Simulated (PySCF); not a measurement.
Isomers of C6H9NO2Si. Computed with PBE0-D3(BJ)/def2-SVP geometry optimisation, gas phase (PySCF). Energies are electronic, without zero-point or thermal terms, for one conformer each. No frequencies were run at this level. Point groups hold within 0.08 Å.

Question: Order them by energy at this level, lowest first, and give relative energies in kcal/mol.
A. `[CH3:1][C:2](=[O:3])[O:4][SiH2:5][n:6]1[cH:7][cH:8][cH:9][cH:10]1` with C1–C2–O4–Si5 179°, C2–O4–Si5–N6 180°, O4–Si5–N6–C7 2°
B. `[CH2:1]=[C:2]([CH3:3])[SiH2:4][O:5][C:6](=[O:7])[CH2:8][C:9]#[N:10]` with C1–C2–Si4–O5 129°, C2–Si4–O5–C6 179°, Si4–O5–C6–O7 5°, O5–C6–C8–C9 20°

Answer: A (0.0), B (39.1).

As drawn, the lower has an aromatic ring, which the higher lacks; the higher has a C≡N group, an Si–C bond and a C=C bond outside aromatic rings, which the lower lacks.

| SMILES | E (Eh) | E rel (kcal/mol) | dipole (D) | point group | A, B, C (MHz) |
| --- | --- | --- | --- | --- | --- |
| CC(=O)O[SiH2]n1cccc1 | -727.79973 | 0.0 | 1.64 | near Cs | 3449, 579.3, 500.6 |
| C=C(C)[SiH2]OC(=O)CC#N | -727.73744 | 39.1 | 1.84 | C1 | 1650, 709.9, 526.2 |
